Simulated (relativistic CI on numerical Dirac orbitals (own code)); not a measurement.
## Ni4+ in a cubic cluster: 1s photoemission with charge transfer

Computed with a charge-transfer multiplet model of a cubic metal-ligand cluster with up to 3 ligand holes, Slater and spin-orbit integrals from Dirac-Coulomb-Breit ions, Slater integrals scaled by 0.8. The ground state mixes d6 with configurations of k ligand holes L, whose averages lie at kΔ + k(k − 1)U_dd/2; a core hole lowers each added d electron by U_cd. 300 K, Lorentzian 1.1 eV and Gaussian 0.6 eV FWHM.

Atomic integrals in eV (Slater integrals scaled, ζ unscaled), ground: F2dd 11.354, F4dd 7.124, zeta_d 0.099; with the core hole: F2dd 12.615, F4dd 7.944, zeta_d 0.134, G2cd 0.078.

Cluster parameters (eV): U_dd = 7.6, U_cd = 9.3, 10Dq = 0.55, 10Dq(ligand) = 0.1, V(eg) = 1.4, V(t2g) = -0.59, final-state hopping factor = 0.9.

```
     Case   n_d    d6   d7L  d8L2  d9L3     S
Δ = -2 eV  6.65  0.39  0.58  0.04  0.00  1.99
Δ = -1 eV  6.49  0.53  0.44  0.02  0.00  2.00
 Δ = 1 eV  6.24  0.76  0.23  0.01  0.00  2.00
 Δ = 3 eV  6.13  0.88  0.12  0.00  0.00  2.00
 Δ = 4 eV  6.10  0.91  0.09  0.00  0.00  2.00
```

Weights, n_d and S are thermal averages at 300 K. Binding energies count from the first peak over 30 % of the highest in each spectrum, which can be another peak from case to case. The parameters are a model scan and need not match a compound or its usual spin state. Peaks in eV (height, largest 100):
- Δ = -2 eV: 0.0 (89), 4.4 (100), 6.5 (29), 13.6 (66)
- Δ = -1 eV: 0.0 (93), 3.9 (74), 6.2 (35), 12.0 (100)
- Δ = 1 eV: 0.0 (62), 4.1 (33), 6.1 (27), 9.1 (100)
- Δ = 3 eV: 0.0 (76), 5.0 (69), 6.6 (100)
- Δ = 4 eV: 0.0 (71), 3.2 (38), 5.2 (100)

Curve for Δ = 4 eV (points under 2 left out, the grid thinned):

| E (eV) | Intensity |
| --- | --- |
| -3.9 | 2.4 |
| -3.6 | 2.7 |
| -3.2 | 3.3 |
| -2.9 | 3.9 |
| -2.6 | 4.7 |
| -2.2 | 6.2 |
| -1.9 | 7.9 |
| -1.5 | 11.8 |
| -1.2 | 17.0 |
| -0.9 | 26.1 |
| -0.5 | 47.8 |
| -0.2 | 65.8 |
| 0.1 | 70.8 |
| 0.5 | 54.7 |
| 0.8 | 41.6 |
| 1.1 | 33.3 |
| 1.5 | 25.5 |
| 1.8 | 21.5 |
| 2.2 | 20.9 |
| 2.5 | 24.9 |
| 2.8 | 31.9 |
| 3.2 | 38.1 |
| 3.5 | 36.6 |
| 3.8 | 35.0 |
| 4.2 | 42.7 |
| 4.5 | 59.8 |
| 4.8 | 83.8 |
| 5.2 | 100.0 |
| 5.5 | 87.4 |
| 5.9 | 62.9 |
| 6.2 | 52.7 |
| 6.5 | 47.2 |
| 6.9 | 36.3 |
| 7.2 | 25.8 |
| 7.5 | 17.8 |
| 7.9 | 12.0 |
| 8.2 | 9.8 |
| 8.5 | 8.2 |
| 8.9 | 6.2 |
| 9.2 | 4.9 |
| 9.6 | 3.8 |
| 9.9 | 3.2 |
| 10.2 | 2.8 |
| 10.6 | 2.3 |
| 10.9 | 2.1 |

For the case Δ = 1 eV, Δ = 1 eV is smaller than U_dd = 7.6 eV, the charge-transfer side of the Zaanen-Sawatzky-Allen scheme. With the core hole the configuration with one ligand hole lies at Δ − U_cd = -11.3, -10.3, -8.3, -6.3, -5.3 eV from the one without, in the order of the table; where this is negative the screened configuration lies lower.
